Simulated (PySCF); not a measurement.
Computed IR spectrum (relative IR intensity) of a molecule C₃H₄FNSi. Geometry: PBE-D3(BJ)/def2-SVP. The values are those of a single conformer. Computed with PBE-D3(BJ)/def2-SVP run with PySCF. Frequencies are harmonic and unscaled.

ν (cm⁻¹): 219 (vw), 388 (w), 493 (m), 630 (w), 685 (m), 704 (w), 722 (m), 803 (m), 839 (m), 901 (vs), 924 (m), 936 (m), 1042 (w), 1255 (w), 1313 (w), 1531 (m), 1623 (m), 2206 (s), 2986 (m), 3092 (w) (against the strongest line: vs over 80 %, s over 45 %, m over 15 %, w over 4 %, vw less)

### Question
Which structure fits?
(A) FC1=CN=C[SiH2]1
(B) N#C/C([SiH3])=C/F
(C) N#C/C=C\[SiH2]F
(D) F[Si@H]1C=CC=N1

### Answer
D, F[Si@H]1C=CC=N1
